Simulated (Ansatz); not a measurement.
Cost and result for the atomization energy of CH5GaOSi, SMILES `[CH2]1O[SiH2][GaH]1` (9 atoms, 9 bonds).

```xyz
9

C     0.562    0.401    1.047
O     0.776   -0.857    0.386
Si   -0.173   -1.007   -0.984
Ga   -0.826    1.177   -0.213
H     1.505    0.957    1.103
H     0.218    0.229    2.073
H    -1.074   -2.193   -0.892
H     0.665   -1.211   -2.203
H    -1.653    2.503   -0.317
```

Charge 0, multiplicity 1. Correlated methods include outer-core shells of Ga, which these sets cover unevenly. Scalar relativity is left out up to krypton. The structure was optimised at the PBE0-D4/def2-TZVP level. Program: Ansatz. All runs use 4 threads of an Intel Xeon Platinum 8175M on a shared host. Times are those of one run each, without the atoms' runs, and a repeat can differ threefold. Electronic energies, without spin–orbit coupling; frozen cores. CCSD(T)/CBS adds CCSD(T) − MP2 in def2-TZVPP to the MP2 limit, and its time is that of the two runs behind it. T1 = 0.014. With those shells the extrapolation isn't a true limit.

CCSD(T)/CBS is a level of theory with its own doubt, some kJ/mol a heavy atom from the limit and from the frozen cores, so smaller differences don't rank the functionals.

```json
{"level": "LDA (SPW92)/def2-TZVPP", "functions": "222", "wall time": "1.4 s", "atomization (kcal/mol)": "792.5", "difference from CCSD(T)/CBS": "100.9", "per bond": "11.2"}
{"level": "BLYP-D4/def2-TZVPP", "functions": "222", "wall time": "1.9 s", "atomization (kcal/mol)": "682.3", "difference from CCSD(T)/CBS": "-9.3", "per bond": "-1.0"}
{"level": "PBE0-D4/def2-TZVPP", "functions": "222", "wall time": "2.8 s", "atomization (kcal/mol)": "686.1", "difference from CCSD(T)/CBS": "-5.5", "per bond": "-0.6"}
{"level": "CAM-B3LYP-D4/def2-TZVPP", "functions": "222", "wall time": "3.5 s", "atomization (kcal/mol)": "690.1", "difference from CCSD(T)/CBS": "-1.5", "per bond": "-0.2"}
{"level": "CCSD(T)/def2-SVP", "functions": "103", "wall time": "3.9 s", "atomization (kcal/mol)": "642.2", "difference from CCSD(T)/CBS": "-49.4", "per bond": "-5.5"}
{"level": "r2SCANh-D4/def2-TZVPP", "functions": "222", "wall time": "4.2 s", "atomization (kcal/mol)": "687.7", "difference from CCSD(T)/CBS": "-3.9", "per bond": "-0.4"}
{"level": "B2PLYP/def2-TZVPP", "functions": "222", "wall time": "4.6 s", "atomization (kcal/mol)": "679.0", "difference from CCSD(T)/CBS": "-12.6", "per bond": "-1.4"}
{"level": "PBE-QIDH/def2-TZVPP", "functions": "222", "wall time": "4.8 s", "atomization (kcal/mol)": "684.7", "difference from CCSD(T)/CBS": "-6.9", "per bond": "-0.8"}
{"level": "ωB97X-V/def2-TZVPP", "functions": "222", "wall time": "7 s", "atomization (kcal/mol)": "694.5", "difference from CCSD(T)/CBS": "2.9", "per bond": "0.3"}
{"level": "ωB97M-V/def2-TZVPP (with forces)", "functions": "222", "wall time": "9.5 s", "atomization (kcal/mol)": "689.6", "difference from CCSD(T)/CBS": "-2.0", "per bond": "-0.2"}
{"level": "MP2/def2-QZVPP", "functions": "423", "wall time": "18 s", "atomization (kcal/mol)": "693.8", "difference from CCSD(T)/CBS": "2.2", "per bond": "0.2"}
{"level": "CCSD(T)/def2-TZVPP", "functions": "222", "wall time": "56 s", "atomization (kcal/mol)": "674.1", "difference from CCSD(T)/CBS": "-17.5", "per bond": "-1.9"}
{"level": "CCSD(T)/CBS(def2)", "functions": "–", "wall time": "74 s", "atomization (kcal/mol)": "691.6", "difference from CCSD(T)/CBS": "0.0", "per bond": "0.0"}
```

From BLYP to BHLYP (50 % exact exchange), in def2-TZVPP and without D4, the atomization energy moves by −11.8 kcal/mol: exact exchange takes away binding that semilocal exchange gives to molecules. At CCSD(T), def2-SVP lies −49.4 kcal/mol from the extrapolated value and def2-TZVPP −17.4 kcal/mol: correlation converges slowly with the basis, and small sets miss more of it in the bonded molecule than in its fragments. Leaving LDA and LC-ωPBE aside and taking each functional with its dispersion term where it has one, the values, not all of them listed here, spread over 30.6 kcal/mol, from BHLYP-D4 to PBE-D4. LDA lies +99.9 kcal/mol from PBE without D4, its usual overbinding.
